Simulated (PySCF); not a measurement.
(Cl)3Ti-O-SiH3 (singlet state).
Geometry (PBE0-D3(BJ)/def2-SVP, Å), atoms numbered from 1 in this order:
```
atom  x, y, z in Å
Ti1   -1.571    0.226    0.296
Cl2   -2.392   -1.664    0.994
Cl3   -1.630    1.708    1.882
Cl4   -2.647    0.976   -1.441
O5     0.086   -0.031   -0.114
Si6    1.736   -0.271   -0.361
H7     2.436    0.014    0.921
H8     2.180    0.661   -1.431
H9     1.935   -1.688   -0.770
```

Computed, not measured: TDDFT PBE0/def2-SVPD, vertical, gas phase, core orbitals frozen in the response (PySCF). The geometry optimisation had not met its thresholds, so the values belong to a structure short of the stationary point.

Transition dipole moments from the ground state, in atomic units and in the frame of the coordinates above (overall signs are arbitrary), for the states with f of 0.002 or more among the lowest 10:

```json
{"state": "S4", "E (hartree)": "0.1730", "μx": "-0.330", "μy": "0.022", "μz": "0.016"}
{"state": "S5", "E (hartree)": "0.1757", "μx": "-0.092", "μy": "-0.392", "μz": "-0.259"}
{"state": "S6", "E (hartree)": "0.1761", "μx": "-0.050", "μy": "0.272", "μz": "-0.396"}
{"state": "S10", "E (hartree)": "0.1962", "μx": "-0.041", "μy": "-0.002", "μz": "-0.136"}
```

**Question.** Work out the oscillator strengths.

**Answer.** f = (2/3) ΔE |μ|² with ΔE in hartree (27.2114 eV).

```csv
state,|μ|² (au),|μ| (D),f
S4,0.109,0.84,0.013
S5,0.229,1.22,0.027
S6,0.233,1.23,0.027
S10,0.020,0.36,0.003
```

**Question.** Which bond between heavy atoms lies closest to the direction of the S6 transition dipole?

**Answer.** Ti1–Cl4, at 26° from it; next Ti1–Cl2 at 45°.

**Question.** What angle do the transition dipoles of S5 and S6 make?

**Answer.** |cos θ| = |μa·μb| / (|μa| |μb|) = 0.00, so θ ≈ 90° (taken between 0 and 90°, since the signs are arbitrary).

**Question.** How is the summed strength of these states shared among x, y and z?

**Answer.** (2/3) Σ ΔE μα² gives 0.014 for x, 0.027 for y and 0.029 for z, 0.069 in all.

The vertical ionisation energy (ΔSCF) is 11.12 eV, 5.78 eV above S10.

The run took 4.9 min wall (with the writing of density and orbital grids) on an Arm Neoverse V1 with one thread, on a shared host, and the process peaked at 0.88 GiB of memory.
